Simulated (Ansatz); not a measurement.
# Energy profile

The step: ZnH₂O ([OH][ZnH]) + HF → ZnHOF ([OH][Zn][F]) + H₂; bonds formed: Zn1–F5, H2–H4; bonds broken: Zn1–H2, H4–F5 (atoms numbered as in the saddle structure below).

Zn1  (0.026, -0.130, -0.083)
H2  (-0.313, 1.186, 1.044)
O3  (0.201, -1.860, -0.443)
H4  (-0.131, 1.634, 0.193)
F5  (0.161, 1.615, -1.014)
H6  (0.056, -2.445, 0.302)
(Å)

Electronic energies by CCSD(T) at an estimated basis limit (MP2 extrapolated from triple and quadruple zeta, plus CCSD(T) − MP2 in triple zeta), on PBE0-D4/def2-TZVP structures; ZnH3OF, closed shell; no counterpoise correction. Computed with Ansatz 0.2.0 (basis: def2-TZVPP and def2-QZVPP); correlated methods freeze the cores. The 3s and 3p shells of Cu and Zn are frozen; filled d shells are correlated. Extrapolation: Hartree–Fock as exp(−7.88 √X), correlation as X^−2.97.

Give the profile in kJ/mol, counted from the separated reactants. (An estimate is asked for; the value comes from the calculation.)

The calculation gives:
| point | kJ/mol |
| --- | --- |
| separated: ZnH2O (linked as [OH][ZnH]; Zn1, H2, O3, H6; singlet) + HF (H4, F5; singlet) | 0.0 |
| start structure | -12.5 |
| saddle | 57.7 |
| end structure | -46.7 |
| separated: ZnHOF (linked as [OH][Zn][F]; Zn1, O3, F5, H6; singlet) + H2 (H2, H4; singlet) | -41.6 |

No T1 diagnostic of these runs exceeds 0.018.

For scale, one of the runs: CCSD(T)/def2-TZVPP, 168 basis functions, launched by `ansatz run in.yaml --threads 4 --pin off --events-out ev --progress --plain --max-ram 9574MiB`. Hardware: 4 CPU threads of an Arm Neoverse V1, shared host. Wall time 31 s; peak host memory 1.4 GiB.
